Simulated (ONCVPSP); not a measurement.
# platinum (Pt): one change to an ONCV potential, before and after

platinum (Pt), optimised norm-conserving Vanderbilt (ONCV), made with ONCVPSP 4.0.1 (LDA (Perdew-Wang 92), scalar-relativistic). Core [Kr] 4d10, reference 4f14 5s2 5p6 5d9 6s1. Waves: 5s+6s: rc 1.50 bohr, ncon 4, nbas 8, qcut 7.5 1/bohr, 2 projectors; 5p: rc 1.40 bohr, ncon 4, nbas 9, qcut 10.2 1/bohr, 2 projectors, debl 3.8 Ha; 5d: rc 1.35 bohr, ncon 4, nbas 8, qcut 7.2 1/bohr, 1 projector; 4f: rc 0.60 bohr, ncon 4, nbas 9, qcut 27.7 1/bohr, 2 projectors, debl 1.6 Ha. Local part: polynomial inside 0.50 bohr (lpopt 5, dvloc0 2 Ha). Core correction: none.

In the f channel the program set the typed energies aside and used -2.591, 0.250 Ha.

Change: f: qcut 18.2.

Cutoffs: the cutoffs (Ha) at which the residual kinetic energy of the hardest occupied pseudo-wave falls to 1 and 0.1 mHa per electron; they do not see the model core or the augmentation charge, which bear on the density cutoff. Errors are all-electron minus pseudo energies relative to the spin-unpolarised reference configuration.

Q: Predict the effect on cutoff, ghosts and configuration errors.

A: The potential gets harder (339 Ha and 369 Ha → 1036 Ha and 1524 Ha); both files keep a bound ghost (d, p, s); the errors of the 4 common tests hardly move.

| quantity | base | changed |
| --- | --- | --- |
| cutoff, loose | 339 Ha | 1036 Ha |
| cutoff, tight | 369 Ha | 1524 Ha |
| loose cutoff by channel | s 23 Ha, p 36 Ha, d 19 Ha, f 339 Ha | s 23 Ha, p 36 Ha, d 19 Ha, f 1036 Ha |
| bound ghosts | s, p, d | s, p, d |
| GHOST(+) flags under 300 eV | s at 172.6 eV | s at 172.6 eV |
| error for 4f14 5s2 5p6 5d9 6s0, meV [ΔE 9.54 eV] | -4.4 | -4.4 |
| error for 4f14 5s2 5p6 5d8 6s0, meV [ΔE 29.80 eV] | -6.8 | -6.8 |
| error for 4f14 5s2 5p6 5d7 6s0, meV [ΔE 62.31 eV] | -14 | -14 |
| error for 4f14 5s2 5p6 5d8 6s1 6p1, meV [ΔE 6.60 eV] | +1.5 | +1.5 |
| s: phases at 1.52 bohr within 0.05 rad from the reference energy up to (Ha; the scan ends near 5) | to the end of the scan | to the end of the scan |
| p: phases at 1.42 bohr within 0.05 rad from the reference energy up to (Ha; the scan ends near 5) | to the end of the scan | to the end of the scan |
| d: phases at 1.37 bohr within 0.05 rad from the reference energy up to (Ha; the scan ends near 5) | to the end of the scan | to the end of the scan |
| f: phases at 0.61 bohr within 0.05 rad from the reference energy up to (Ha; the scan ends near 5) | to the end of the scan | to the end of the scan |

 A true bound ghost makes a file unfit for plane-wave use even where its test errors are small: the radial tests pick states by their node count and pass the ghost by.
